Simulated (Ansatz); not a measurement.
Gas-phase electronic energies from Ansatz, PBE0-D4/def2-TZVP geometries. CCSD(T)/CBS adds triple-zeta CCSD(T) − MP2 to the extrapolated MP2 energy (def2 sets, frozen cores). Functionals use def2-TZVPP. Elements past krypton have def2 core potentials. For In, Sn outer-core shells are correlated without core-valence functions, which leaves a few kJ/mol of doubt a bond. Each species was taken in one conformer, which may not be the lowest.

`[Cl][SnH2][Si](Cl)(Cl)Cl` + `C=[CH][InH2]` → `Cl[Si](Cl)(Cl)[SnH3]` + `C=[CH][InH][Cl]`  (redistribution)

| level | ΔE (kcal/mol) |
| --- | --- |
| r2SCAN | -12.9 |
| HF/def2-SVP | -13.7 |
| SCS-MP2/def2-TZVPP | -12.8 |
| SCS-MP2/def2-QZVPP | -12.6 |

(1) What does CCSD(T)/CBS give? (Best estimate.)

Largest T1 diagnostic among the species: 0.013.

## Answers

(1) The calculation gave: -12.8 kcal/mol. The listed levels differ from it by -0.1, -0.9, 0.0, 0.2 kcal/mol.

At CCSD(T), def2-SVP lies −0.9 kcal/mol from the extrapolated value and def2-TZVPP −0.4 kcal/mol. Leaving LDA and LC-ωPBE aside and taking each functional with its dispersion term where it has one, the values, not all of them listed here, spread over 1.7 kcal/mol, from PBE-QIDH to revPBE-D4. LDA lies −0.9 kcal/mol from PBE without D4.
